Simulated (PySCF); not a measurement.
Species: 4-ethylaniline, C8H11N.
Atom-mapped SMILES: `[CH3:1][CH2:2][c:3]1[cH:4][cH:5][c:6]([NH2:7])[cH:8][cH:9]1` (hydrogens: H10, H11, H12 on C1; H13, H14 on C2; H15 on C4; H16 on C5; H17, H18 on N7; H19 on C8; H20 on C9)

Computed with PySCF at CAM-B3LYP/def2-SVPD, non-relativistic, on one gas-phase PBE0-D3(BJ)/def2-SVP geometry that isn't relaxed in the solvent. The solvent is an IEF-PCM continuum (van der Waals radii × 1.2). Only the electrostatic response of the medium enters.

Gas phase at CAM-B3LYP/def2-SVPD: HOMO -6.94 eV, LUMO 0.96 eV, dipole 1.38 D.

**Question.** What does the continuum do to the energy, the frontier levels and the dipole at CAM-B3LYP/def2-SVPD in benzene and tetrahydrofuran?

**Answer.** 
```tsv
solvent	ε	E(solvent) − E(gas) (kJ/mol)	polarisation term (kJ/mol)	distortion of the solute (kJ/mol)	HOMO (eV)	LUMO (eV)	dipole (D)
benzene	2.271	-10.45	-11.10	0.65	-6.92	0.96	1.56
tetrahydrofuran	7.426	-20.22	-22.75	2.53	-6.95	0.92	1.73
```

Polarisation term: ½ Σ q·V over the induced surface charges. Distortion: the rise of the solute's own energy as its density leaves the gas-phase optimum. From benzene to tetrahydrofuran the lowering changes by a factor 1.93, Onsager's factor (ε − 1)/(2ε + 1) by 1.77 and ε itself by 3.3.

**Question.** Which radius a makes the point-dipole formula ΔE = −[(ε − 1)/(2ε + 1)]·μ²/a³ give the value in tetrahydrofuran, with the gas-phase dipole?

**Answer.** μ = 0.544 au and |ΔE| = 0.00770 Eh give a = 1.32 Å; the farthest nucleus lies 4.11 Å from the centroid of the nuclei, so such a sphere wouldn't even hold the nuclei. The formula assumes a rigid point dipole at the centre of a sphere.

**Question.** How does the static polarisability (CAM-B3LYP/def2-SVPD, frozen core, with the continuum's full static response) change?

**Answer.** 
```csv
medium,isotropic (au),principal values (au),⟨r²⟩ of the electrons (bohr²)
gas,104.8,"69.9, 102.9, 141.7",1439.8
benzene,121.5,"79.8, 121.6, 163.1",1438.8
tetrahydrofuran,138.2,"91.8, 141.4, 181.5",1437.7
```

The isotropic value in tetrahydrofuran is 1.32 times the gas-phase one; no cavity-field correction is applied. ⟨r²⟩ is taken about the centre of nuclear charge.

Conformer computed: `[CH3:1][CH2:2][c:3]1[cH:4][cH:5][c:6]([NH2:7])[cH:8][cH:9]1`: C1–C2–C3–C4 88°, H–N7–C6–C5 23°, H–N7–C6–C5 159°.
